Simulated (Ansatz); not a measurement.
Consider the hydrogenolysis of the Si–Cl bond: `N[Si](O)(S)Cl` + H₂ → `N[SiH](O)S` + HCl.

Computed with Ansatz on PBE0-D4/def2-TZVP structures; ΔE is electronic, products minus reactants. CBS: MP2 limit from def2 TZ/QZ plus the TZ coupled-cluster correction, frozen cores. This one scheme is used for every species. DFT in def2-TZVPP. B3LYP here is the variant with VWN-RPA as its local correlation; programs differ in this. Each species was taken in one conformer, which may not be the lowest.

`N[Si](O)(S)Cl`:

```xyz
9

N     1.386   -0.227   -0.295
Si   -0.273   -0.132   -0.008
O    -1.173   -0.233   -1.367
S    -0.763    1.723    0.896
Cl   -0.752   -1.724    1.205
H     1.885    0.563   -0.669
H     1.837   -1.105   -0.489
H    -2.119   -0.352   -1.267
H    -0.028    1.487    1.996
```

H₂:

Z-matrix (Å, degrees):
```
H
H 1 0.746
```

`N[SiH](O)S`:

```xyz
9

N     1.260    0.467    0.500
Si   -0.096   -0.320   -0.146
O    -0.167   -0.207   -1.784
S    -1.887    0.611    0.557
H     2.162    0.018    0.503
H     1.337    1.471    0.474
H    -0.014   -1.739    0.278
H    -0.931   -0.586   -2.224
H    -1.664    0.285    1.841
```

HCl:

Cartesian coordinates in Å:
```
Cl -0.455 0.384 -0.232
H 0.455 -0.384 0.232
```

```json
{"level": "r2SCAN0-D4", "ΔE (kJ/mol)": "95.5", "difference from CCSD(T)/CBS": "4.7"}
{"level": "BLYP", "ΔE (kJ/mol)": "78.3", "difference from CCSD(T)/CBS": "-12.5"}
{"level": "r2SCAN", "ΔE (kJ/mol)": "95.8", "difference from CCSD(T)/CBS": "5.0"}
{"level": "B3LYP", "ΔE (kJ/mol)": "79.9", "difference from CCSD(T)/CBS": "-10.9"}
{"level": "BHLYP", "ΔE (kJ/mol)": "80.6", "difference from CCSD(T)/CBS": "-10.2"}
{"level": "HF/def2-SVP", "ΔE (kJ/mol)": "70.2", "difference from CCSD(T)/CBS": "-20.6"}
{"level": "HF/def2-TZVPP", "ΔE (kJ/mol)": "74.5", "difference from CCSD(T)/CBS": "-16.3"}
{"level": "CCSD(T)/def2-TZVPP", "ΔE (kJ/mol)": "85.5", "difference from CCSD(T)/CBS": "-5.3"}
{"level": "MP2/CBS(def2)", "ΔE (kJ/mol)": "101.4", "difference from CCSD(T)/CBS": "10.6"}
{"level": "CCSD/CBS(def2)", "ΔE (kJ/mol)": "86.7", "difference from CCSD(T)/CBS": "-4.1"}
{"level": "CCSD(T)/CBS", "ΔE (kJ/mol)": "90.8", "difference from CCSD(T)/CBS": "0"}
```

Largest T1 diagnostic among the species: 0.011.

At CCSD(T), def2-SVP lies −13.4 kJ/mol from the extrapolated value and def2-TZVPP −5.3 kJ/mol. The D4 term adds +11.8 kJ/mol with B3LYP and +6.2 kJ/mol with PBE0; it sums over pairs of atoms, weighted by their polarisabilities, and B3LYP, whose exchange is more repulsive, gets the larger term.

CCSD(T)/CBS has its own doubt, a few kJ/mol and more with outer-core shells, so smaller differences from it don't rank the levels.
